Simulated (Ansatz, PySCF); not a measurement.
This triplet is an excited state, 1.31 eV above the relaxed singlet at the level composite: frozen-core CCSD(T) with HF/cc-pVQZ and the correlation energy extrapolated as X^-3 from cc-pVTZ and cc-pVQZ, plus CCSDT(Q) minus CCSD(T) in cc-pVDZ // PBE0-D3(BJ)/def2-TZVP (Ansatz, a first-principles code).

```xyz
5

B     -0.5668    -0.0328    -0.0334
N      0.8846    -0.1369     0.0505
H     -0.9877     1.0932    -0.0490
H     -1.2099    -1.0356    -0.0790
H      1.8798     0.1120     0.1109
```

Charge 1, multiplicity 3.

Task: Give the Mulliken and meta-Löwdin atomic charges from PBE0-D3(BJ)/def2-TZVP (PySCF).

Result: 
```
atom  Mulliken (e)  meta-Löwdin (e)
----  ------------  ---------------
B1            0.10             0.20
N2            0.16             0.17
H3            0.18             0.14
H4            0.18             0.13
H5            0.38             0.36
```
